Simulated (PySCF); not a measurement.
**One molecule, many inputs**

Molecule: `CCc1ncccn1`, C₆H₈N₂; geometry GFN2-xTB.

Geometry:
```
atom   x (Å)   y (Å)   z (Å)
  C1   2.280   0.498   0.620
  C2   1.606  -0.493  -0.332
  C3   0.123  -0.312  -0.270
  N4  -0.428   0.513  -1.152
  C5  -1.732   0.708  -1.072
  C6  -2.515   0.085  -0.111
  C7  -1.842  -0.761   0.759
  N8  -0.538  -0.959   0.683
  H9   1.940   0.325   1.639
 H10   3.359   0.378   0.586
 H11   2.032   1.518   0.336
 H12   1.855  -1.512  -0.036
 H13   1.941  -0.309  -1.353
 H14  -2.154   1.385  -1.805
 H15  -3.578   0.245  -0.047
 H16  -2.356  -1.301   1.545
```

All runs: PySCF 2.14, non-relativistic, gas phase unless a solvent (IEF-PCM) is named; grid level 2, GIAOs and SCF threshold 1e-9 unless changed. The yardstick, PBE0/pcSseg-1, gives these isotropic shieldings σ (ppm, equivalent atoms averaged): C3 6.5, C6 63.7, N4/N8 -62.4, H14/H16 22.76, H15 24.63, H12/H13 28.61, H9/H10/H11 30.33.

Task: What do these inputs give? (1) PBE0/pcSseg-1; grid level 4; (2) WP04/pcSseg-1; diis off; damp 0.9; max_cycle 84; (3) PBE0/pcSseg-1; (4) PBE0/pcSseg-1; grid level 4

Result: 
| run | outcome | functions | wall time | C3 | C6 | N4/N8 | H14/H16 | H15 | H12/H13 | H9/H10/H11 |
| --- | --- | --- | --- | --- | --- | --- | --- | --- | --- | --- |
| 1 | converged | 176 | 37 s | 6.5 | 63.7 | -62.4 | 22.76 | 24.63 | 28.61 | 30.33 |
| 2 | not converged | 176 | 67 s | – | – | – | – | – | – | – |
| 3 | converged | 176 | 21 s | 6.5 | 63.7 | -62.4 | 22.76 | 24.63 | 28.61 | 30.33 |
| 4 | converged | 176 | 37 s | 6.5 | 63.7 | -62.4 | 22.76 | 24.63 | 28.61 | 30.33 |

Times are on 1 thread of an Arm Neoverse V1, shared host.

Task: Comment on the technical settings and failures.

Result: 
- Run 2: The SCF stopped after 84 cycles without meeting its threshold, with DIIS switched off and the cycle limit at 84, so no response property followed.

Run 2 was set up unsoundly or failed; its numbers aren't to be quoted as properties of the molecule.
